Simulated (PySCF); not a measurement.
**Question.** Write Cartesian coordinates for `CSBC1CCC1` as optimised with PBE0-D3(BJ)/def2-SVP.

**Answer.** 
```xyz
18
C5H11BS angstrom
C      2.7138   -0.4562    0.2922
S      2.4294    1.1083   -0.5864
B      0.7200    1.0902   -1.0597
C     -0.3064   -0.0336   -0.6945
C     -1.7429   -0.0246   -1.2718
C     -2.2867   -0.3768    0.1236
C     -0.9498    0.0886    0.7260
H      2.1531   -0.4811    1.2359
H      3.7873   -0.5199    0.5125
H      2.4260   -1.3150   -0.3289
H      0.3914    2.0936   -1.6532
H      0.1313   -1.0421   -0.7908
H     -1.9608   -0.7181   -2.0983
H     -2.0414    0.9880   -1.5860
H     -3.2038    0.1281    0.4640
H     -2.4265   -1.4625    0.2450
H     -0.9967    1.1354    1.0665
H     -0.5049   -0.5119    1.5342
```

Orientation and origin are arbitrary. Atoms count from 1 in this order. The C–C distances run from 1.538 Å (C6–C7, drawn single) to 1.564 Å (C4–C7, drawn single), a spread of 0.026 Å. The 4-membered ring C4–C5–C6–C7 has internal angles of 87.5° to 89.3°; it is puckered, 0.12 Å rms from its mean plane, widest ring torsion 18°. B3 (three-coordinate boron) is planar (angles 125.2°, 122.1° and 112.6°, sum 359.9°, 0.03 Å off the plane of its three neighbours). Of the pairs four or more bonds apart, H10···H12 is among the closest relative to their van der Waals radii: 2.36 Å, 98 % of the sum of Bondi's values.

Bonds between heavy atoms (Å): C1–S2 1.817, S2–B3 1.774, B3–C4 1.565, C4–C5 1.548, C5–C6 1.539, C6–C7 1.538, C4–C7 1.564.

Method: PBE0-D3(BJ)/def2-SVP geometry optimisation, gas phase (PySCF 2.14.0).

Point group: C1 (no symmetry element, even within 0.4 Å). Not checked by PBE0-D3(BJ)/def2-SVP frequencies. The numbers are those of one conformer (C1–S2–B3–C4 3°, S2–B3–C4–C5 -174°, B3–C4–C5–C6 -136°, C4–C5–C6–C7 18°, C5–C6–C7–C4 -18°, B3–C4–C7–C6 141°).

On one thread, Arm Neoverse V1 (aarch64), no GPU, shared host with 32 logical CPUs at a one-minute load of 22, this took 2.1 min of wall time and 0.64 GiB of memory at its peak. That covers the optimisation of the geometry.
